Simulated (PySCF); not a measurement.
## A ladder of Hamiltonians for Mn¹³⁺ (manganese, charge +13)

Occupied: 1s1/2, 2s1/2, 2p1/2, 2p3/2, 3s1/2. Hartree-Fock calculated with PySCF 2.14 in an even-tempered Gaussian basis (21 s from 0.44 bohr⁻², ratio 2.3; 15 p from 0.52 bohr⁻², ratio 2.3), Gaussian nucleus throughout. NR is non-relativistic, sf-X2C the spin-free one-electron X2C Hamiltonian, X2C adds the bare one-electron spin-orbit term, X2C-SNSO screens it by Boettger's factors, DC is four-component Dirac-Coulomb, and the Gaunt and Breit terms are added at first order (total energies over the DC spinors, levels after relaxing the spinors in that mean field). QED terms are absent. Levels marked empty are virtual spinors of this ion; the basis has s and p functions only, so 3d, which can lie below the n = 4 levels, is absent.

| Hamiltonian | E (hartree) |
| --- | --- |
| NR | -1076.9367 |
| sf-X2C | -1084.4095 |
| X2C | -1084.4266 |
| X2C-SNSO | -1084.4239 |
| DC | -1084.5710 |
| DC+Gaunt | -1084.1446 |
| DC+Breit | -1084.1794 |

```json
{"level (eV)": "1s1/2", "NR": "-6938.8", "sf-X2C": "-6992.7", "X2C": "-6992.7", "X2C-SNSO": "-6992.7", "DC": "-6995.6", "DC+Gaunt": "-6988.6", "DC+Breit": "-6989.0"}
{"level (eV)": "2s1/2", "NR": "-1166.2", "sf-X2C": "-1178.2", "X2C": "-1178.2", "X2C-SNSO": "-1178.2", "DC": "-1178.5", "DC+Gaunt": "-1178.0", "DC+Breit": "-1178.0"}
{"level (eV)": "2p1/2", "NR": "-1050.6", "sf-X2C": "-1053.0", "X2C": "-1061.0", "X2C-SNSO": "-1060.3", "DC": "-1060.4", "DC+Gaunt": "-1059.5", "DC+Breit": "-1059.6"}
{"level (eV)": "2p3/2", "NR": "-1050.6", "sf-X2C": "-1053.0", "X2C": "-1049.0", "X2C-SNSO": "-1049.4", "DC": "-1049.5", "DC+Gaunt": "-1048.9", "DC+Breit": "-1049.0"}
{"level (eV)": "3s1/2", "NR": "-398.08", "sf-X2C": "-400.92", "X2C": "-400.91", "X2C-SNSO": "-400.91", "DC": "-400.96", "DC+Gaunt": "-400.85", "DC+Breit": "-400.86"}
{"level (eV)": "3p1/2 (empty)", "NR": "-340.13", "sf-X2C": "-340.87", "X2C": "-342.33", "X2C-SNSO": "-342.21", "DC": "-342.21", "DC+Gaunt": "-342.04", "DC+Breit": "-342.07"}
{"level (eV)": "3p3/2 (empty)", "NR": "-340.13", "sf-X2C": "-340.87", "X2C": "-340.16", "X2C-SNSO": "-340.21", "DC": "-340.24", "DC+Gaunt": "-340.12", "DC+Breit": "-340.15"}
{"level (eV)": "4s1/2 (empty)", "NR": "-185.94", "sf-X2C": "-186.94", "X2C": "-186.94", "X2C-SNSO": "-186.94", "DC": "-186.95", "DC+Gaunt": "-186.91", "DC+Breit": "-186.92"}
```

Question: How large are the two-electron picture-change error of X2C and the Breit correction in the total energy?

Answer: X2C-1e lies 0.1444 hartree above Dirac-Coulomb; Gaunt adds 0.4264 and the full Breit term 0.3916 hartree.

| interval (eV) | X2C | X2C-SNSO | DC | DC+Gaunt | DC+Breit |
| --- | --- | --- | --- | --- | --- |
| 2p3/2 − 2p1/2 | 11.95 | 10.99 | 10.86 | 10.58 | 10.58 |
| 3p3/2 − 3p1/2 | 2.174 | 1.998 | 1.977 | 1.920 | 1.920 |

Weight of the small component: 1s1/2 0.00808, 2s1/2 0.00152, 2p1/2 0.00147, 2p3/2 0.00146, 3s1/2 0.000449, 3p1/2 0.000414, 3p3/2 0.000411, 4s1/2 0.000197.

Koopmans' value for the highest occupied level at DC+Breit: 400.86 eV, against an ionisation energy of 402.95 ± 0.25 eV (semi-empirical (NIST evaluation); NIST Atomic Spectra Database, ionization energies); the former lacks relaxation, correlation, QED and recoil.

The whole ladder took 210 s of wall time on 1 thread of Neoverse-N1 (shared host), launched as `OMP_NUM_THREADS=1 python relrun2.py TASK.json OUT` (a driver that calls PySCF for each Hamiltonian).
